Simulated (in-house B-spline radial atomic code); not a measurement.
The numbers below are computed, except where a source is named.
## Building a PAW s channel for Sb, r_c = 1.75 bohr

Sb, [Kr] 4d10 5s2 5p3, non-relativistic LDA (VWN5), spherical and spin-unpolarised, from a B-spline radial code for spherical atoms (atomic units; all potentials screened as in the neutral atom).

Two all-electron partial waves φ1, φ2 are integrated outwards at E1 = ε(5s) = -0.445603 and E2 = E1 + 1.5 hartree; φ1 is the bound orbital and φ2 has unit norm inside r_c = 1.7535 bohr. Smooth partners are polynomials, r^1(a0 + a1 r² + a2 r⁴ + a3 r⁶), matched to φ and three derivatives at r_c, with no condition on the norm. The local potential is -11.5275 + (9.19545) r² + (-3.06378) r⁴ + (0.37647) r⁶ inside 1.4356 bohr and the all-electron one outside.

| wave | φ(r_c) | φ'(r_c) | a0 | a1 | a2 | a3 |
| --- | --- | --- | --- | --- | --- | --- |
| 1 | 0.7305081 | 0.2457719 | -0.1485129 | 0.5275735 | -0.1548079 | 0.01398479 |
| 2 | 0.9941168 | -1.668033 | 0.3011242 | 0.9098502 | -0.3892712 | 0.03950811 |

Inside r_c the overlaps are <φi φj> = [[0.24795, 0.48761], [0.48761, 1.00000]] and, for the smooth waves, [[0.22706, 0.47802], [0.47802, 1.13584]]. With χj = (Ej − T − V_local) applied to smooth wave j, the program's quadrature gives the matrix B_ij = <smooth i, χj> as [[0.28020, 0.89518], [0.90957, 3.24983]].

(1) Check the match of the first wave, and find the augmentation charges q_ij.

(2) B isn't symmetric. Show that D_ij = B_ij + Ej q_ij is.

Solving (T + V_local + Σ p D p) ψ = E (1 + Σ p q p) ψ in a sphere of 9 bohr gives these levels:

```tsv
all-electron	one projector	two projectors
-0.445594	-3.863190	-8.974950
0.028741	-0.445594	-0.445594
0.346022	0.028227	0.028734
0.832790	0.343441	0.346006
1.474250	0.822640	0.832784
```

(3) What does the second projector gain?

Results:

(1) At r_c the four terms are -0.26042, 2.84446, -2.56639, 0.71285, which sum to 0.7305, φ1(r_c) to rounding. q_ij is the all-electron overlap less the smooth one: [[0.02089, 0.00959], [0.00959, -0.13584]]. The smooth first wave has a norm of 0.2271 inside r_c against 0.2480, and q11 > 0 puts back the missing charge.

(2) Integrating by parts gives B12 − B21 = (E1 − E2) q12: 0.89518 − (0.90957) = -0.01439, and −1.5 × (0.00959) = -0.01439. So D12 = 0.89518 + (1.054397)(0.00959) = 0.90530 and D21 = 0.90957 + (-0.445603)(0.00959) = 0.90530; D11 = 0.27089, D22 = 3.10660. The projectors, p = (B⁻¹)ᵀ χ, are dual to the smooth waves; det B = 0.096.

(3) With one projector a ghost lies below the reference level, so the set fails. With two a ghost lies below the reference level, so the set fails. The lowest eigenvalue of the overlap operator is 1 with one and 0.1268 with two projectors. The smooth orbital alone needs a cutoff of 9.68 hartree for 1 millihartree of kinetic energy, against 13.7 for a norm-conserving Troullier-Martins orbital of the same radius, which is no gain while the set fails. The first smooth wave changes sign inside r_c, since a0 and φ(r_c) differ in sign; such a node invites a ghost below the level.
